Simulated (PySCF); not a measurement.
A calculated (r2SCAN0, PySCF 2.14, def2-QZVPPD, the non-relativistic Hamiltonian (point nucleus)) atom or ion has these occupied shells.

```tsv
shell	electrons	orbital energy (eV)	rms radius, mean of both spins (bohr)
1s α	1	-285.93	0.314
1s β	1	-285.34	0.314
2s β	1	-13.996	1.76
2p α	3	-7.923	1.96
```

Q: Name the element and its charge.

A: C (carbon, neutral), in [He] 2s1 2p3, 2s spin antiparallel (an excited configuration).
